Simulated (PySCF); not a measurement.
Molecule: `BC1CCC1`, C$_{4}$H$_{9}$B.

Molfile (atoms numbered from 1):
```
C4H9B
     RDKit          3D

 14 14  0  0  0  0  0  0  0  0999 V2000
    1.7420   -1.0570   -0.2767 B   0  0  0  0  0  0  0  0  0  0  0  0
    0.3882   -0.3203   -0.4344 C   0  0  0  0  0  0  0  0  0  0  0  0
    0.1652    1.1641   -0.0385 C   0  0  0  0  0  0  0  0  0  0  0  0
   -1.2869    0.8078    0.3338 C   0  0  0  0  0  0  0  0  0  0  0  0
   -0.9028   -0.6842    0.3415 C   0  0  0  0  0  0  0  0  0  0  0  0
    2.7847   -0.4748   -0.4874 H   0  0  0  0  0  0  0  0  0  0  0  0
    1.7837   -2.2356    0.0032 H   0  0  0  0  0  0  0  0  0  0  0  0
    0.2033   -0.4299   -1.5283 H   0  0  0  0  0  0  0  0  0  0  0  0
    0.7626    1.4465    0.8429 H   0  0  0  0  0  0  0  0  0  0  0  0
    0.3229    1.9284   -0.8141 H   0  0  0  0  0  0  0  0  0  0  0  0
   -1.9824    1.0414   -0.4876 H   0  0  0  0  0  0  0  0  0  0  0  0
   -1.6949    1.2347    1.2626 H   0  0  0  0  0  0  0  0  0  0  0  0
   -0.6789   -1.0511    1.3558 H   0  0  0  0  0  0  0  0  0  0  0  0
   -1.5994   -1.3943   -0.1294 H   0  0  0  0  0  0  0  0  0  0  0  0
  1  2  1  0
  2  3  1  0
  3  4  1  0
  4  5  1  0
  5  2  1  0
  1  6  1  0
  1  7  1  0
  2  8  1  0
  3  9  1  0
  3 10  1  0
  4 11  1  0
  4 12  1  0
  5 13  1  0
  5 14  1  0
M  END
```

Spin–spin couplings on one PBE0-D3(BJ)/def2-SVP geometry, PySCF 2.14, gas phase, non-relativistic, equivalent pairs averaged (spin–dipole term only in couplings to heteroatoms); isotopes 13C, 1H, 11B; basis pcJ-1.

Q: How do the couplings (Hz) change with the functional? Times are CPU seconds on 1 thread of an Arm Neoverse V1, shared host.

A: 
```
functional  functions  1J(C3,H10)  1J(C4,H12)  1J(C3,H9)  1J(C4,H11)  1J(B1,H6)  1J(C2,H8)  1J(B1,C2)  core-s
        HF        225       173.7       171.4      166.1       166.0      146.1      137.1       78.8      24
       LDA        225       110.7       110.3      106.3       105.1      102.5       86.8       37.5      19
       PBE        225       131.8       131.0      126.7       125.6      124.2      102.6       48.5      27
       KT2        225       138.7       137.7      132.8       131.8      128.4      106.4       37.9      26
      PBE0        225       136.4       135.3      130.7       129.7      125.9      105.9       52.8      30
     B97-2        225       130.4       129.3      124.6       123.7      129.1      100.1       55.1      29
 BHandHLYP        225       154.7       153.1      147.8       147.3      140.1      121.5       62.7      35
 CAM-B3LYP        225       141.5       140.3      135.2       134.5      130.8      110.6       54.4      41
```
